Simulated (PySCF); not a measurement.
Molecule: `C#C[C@@]12CC[C@@H]1[C@@H]2C#N`, C₈H₇N.

Geometry (Å), atoms numbered from 1 in this order:
```xyz
16

C     1.932    2.217   -1.187
C     1.213    1.373   -0.728
C     0.354    0.390   -0.185
C    -0.402    0.507    1.142
C    -1.594   -0.239    0.506
C    -0.815   -0.352   -0.797
C     0.484   -1.082   -0.560
C     0.604   -2.075    0.444
N     0.700   -2.871    1.262
H     2.564    2.954   -1.583
H     0.076    0.016    1.988
H    -0.627    1.539    1.402
H    -1.860   -1.188    0.970
H    -2.484    0.379    0.414
H    -1.237   -0.277   -1.786
H     1.083   -1.281   -1.443
```

Frames of a GFN2-xTB Langevin trajectory at 600 K; GIAO PBE0/pcSseg-1 shieldings in PySCF 2.14.0 with density-fitted response routines, gas phase, non-relativistic; equivalent atoms averaged within each frame.

Scale: TMS for ¹³C (σ = 186.93 ppm), ¹H (σ = 31.72 ppm); ¹⁵N (σ = 267.73 ppm) against NH3 (reference shieldings calculated alike). The references are static minima.

Q: How do the shifts (ppm) fluctuate along the trajectory?

A: 
```csv
time (fs),C8,C2,C1,C4,C6,C7,C3,C5,N9,H16
250,124.4,91.1,80.3,34.1,34.0,25.5,22.5,16.2,319.6,4.73
425,116.8,108.7,77.1,25.4,32.9,40.6,21.5,24.4,305.9,3.88
625,118.9,86.5,76.9,20.8,37.3,21.0,13.6,18.0,308.0,3.68
800,124.4,93.0,87.7,36.7,39.2,15.9,30.2,22.9,323.1,1.00
1000,129.4,94.9,77.1,26.6,35.6,28.5,22.8,31.5,339.2,3.28
mean of frames,122.8,94.9,79.8,28.7,35.8,26.3,22.1,22.6,319.1,3.31
standard deviation,5.0,8.3,4.6,6.5,2.5,9.3,5.9,6.0,13.4,1.39
```

5 frames give an uncertainty of the mean of about the standard deviation over 2.2 at best, since frames this close in time may not be independent; classical motion lacks zero-point vibration, and the reference would need the same averaging.
